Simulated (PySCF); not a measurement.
A mixed set of molecules. Computed with PySCF 2.14.0, density-fitted response routines, TDDFT PBE0/def2-SVPD, vertical, gas phase, core orbitals frozen in the response. Geometries: GFN2-xTB; one conformer of each isolated species. Triplets are in the Tamm–Dancoff approximation.

Question: Rank by computed lowest singlet excitation energy, lowest first.
A. `COc1cnn(C)n1`
B. `FCCCS[SiH3]`
C. `N[SiH2]C[SiH2][SiH3]`
D. `O=C([SiH2]O)C(F)(F)F`
E. `[C@H]1(C(=C)C(=C)[C@H]1OC)F`
F. `C[C@H]1CC=C(F)C(=O)C1`
G. `O=C1OCCC(F)(F)O1`
H. `C=C(F)CC(=C)SC`

Answer: D (3.41 eV), F (3.76 eV), E (4.79 eV), H (5.20 eV), B (5.53 eV), A (5.91 eV), C (6.23 eV), G (6.92 eV).

```
                     SMILES  S1 (eV)  f (S1)  first f ≥ 0.01 (nm)  HOMO (eV)  α (au)  LUMO (eV)    S1 mainly
       O=C([SiH2]O)C(F)(F)F     3.41   0.001                  213      -8.15    58.2      -2.54    H→L (98%)
      C[C@H]1CC=C(F)C(=O)C1     3.76   0.000                  227      -7.52    83.8      -1.79    H→L (96%)
C=C1C(=C)[C@@H](OC)[C@@H]1F     4.79   0.059                  259      -7.02    90.6      -1.61  H-1→L (52%)
             C=C(F)CC(=C)SC     5.20   0.081                  239      -6.33    94.4      -0.29    H→L (96%)
                FCCCS[SiH3]     5.53   0.010                  176      -6.87    86.7       0.04    H→L (87%)
               COc1cnn(C)n1     5.91   0.160                  210      -6.72    72.3       0.00    H→L (96%)
       N[SiH2]C[SiH2][SiH3]     6.23   0.014                  199      -7.40   104.8      -0.04  H→L+1 (65%)
           O=C1OCCC(F)(F)O1     6.92   0.000                  146      -9.20    57.1       0.14  H→L+1 (75%)
```

H and L stand for HOMO and LUMO.

Mean S1 by what the SMILES shows (count): single bonds only 5.88 eV (2); a double or triple bond but no aromatic ring 4.82 eV (5).

- `O=C([SiH2]O)C(F)(F)F`: Löwdin shares by element: HOMO oxygen 46% or more, carbon 27%, silicon 12% (atoms not listed hold the other 15%); LUMO carbon 44%, oxygen 36% or more, silicon 8%.
- `C[C@H]1CC=C(F)C(=O)C1`: Löwdin shares by element: HOMO oxygen 59%, carbon 30% or more; LUMO carbon 60% or more, oxygen 23% (atoms not listed hold the other 17%).
- `C=C1C(=C)[C@@H](OC)[C@@H]1F`: Löwdin shares by element: HOMO carbon 77% or more (atoms not listed hold the other 23%); LUMO carbon 72% or more (atoms not listed hold the other 28%).
- `C=C(F)CC(=C)SC`: Löwdin shares by element: HOMO sulfur 48%, carbon 42% or more; LUMO carbon 62% or more (atoms not listed hold the other 38%).
- `FCCCS[SiH3]`: Löwdin shares by element: HOMO sulfur 69%, silicon 9%, carbon 9% or more; LUMO silicon 34%, sulfur 26%, hydrogen 19% or more (atoms not listed hold the other 20%).
- `COc1cnn(C)n1`: Löwdin shares by element: HOMO carbon 32% or more, oxygen 23%, nitrogen 20% or more (atoms not listed hold the other 25%); LUMO nitrogen 67%, carbon 14% or more (atoms not listed hold the other 19%).
- `N[SiH2]C[SiH2][SiH3]`: Löwdin shares by element: HOMO nitrogen 60%, hydrogen 15% or more, silicon 14% or more; LUMO silicon 44% or more, carbon 10%, hydrogen 7% or more (atoms not listed hold the other 39%).
- `O=C1OCCC(F)(F)O1`: Löwdin shares by element: HOMO oxygen 85%, carbon 10% or more; LUMO carbon 43% or more, oxygen 8% or more (atoms not listed hold the other 48%).
